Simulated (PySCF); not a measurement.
# Ni(2+) (nickel, charge +2) across methods

[Ar] 3d8, high-spin 3F determinant. All numbers are calculated (PySCF 2.14, the spin-free X2C one-electron Hamiltonian (Gaussian nucleus), in aug-cc-pVDZ-DK).

```tsv
method	E (hartree)	mean ε 3p β (eV)	mean ε 3d α (eV)	mean ε 3d β (eV)	Σ⟨r²⟩ (bohr²)	⟨S²⟩
PBE	-1519.348	-89.525	-29.188	-27.529	15.84	2.001
revPBE	-1519.511	-89.467	-29.101	-27.453	15.83	2.001
UHF	-1518.24147	-106.35	-39.510	-36.923	15.41	2.003
r2SCAN	-1519.577	-90.981	-29.510	-27.891	15.67	2.001
MN15	-1520.535	-93.556	-32.770	-30.699	15.68	2.001
LDA	-1516.787	-89.583	-29.469	-27.633	15.84	2.001
r2SCAN0	-1519.548	-95.056	-32.252	-30.433	15.57	2.001
BHandHLYP	-1519.584	-98.471	-34.737	-32.760	15.59	2.002
```

Task: Estimate the same row for PBE0.

Result: E (hartree) = -1519.373; mean ε 3p β (eV) = -94.045; mean ε 3d α (eV) = -31.977; mean ε 3d β (eV) = -30.118; Σ⟨r²⟩ (bohr²) = 15.67; ⟨S²⟩ = 2.001.
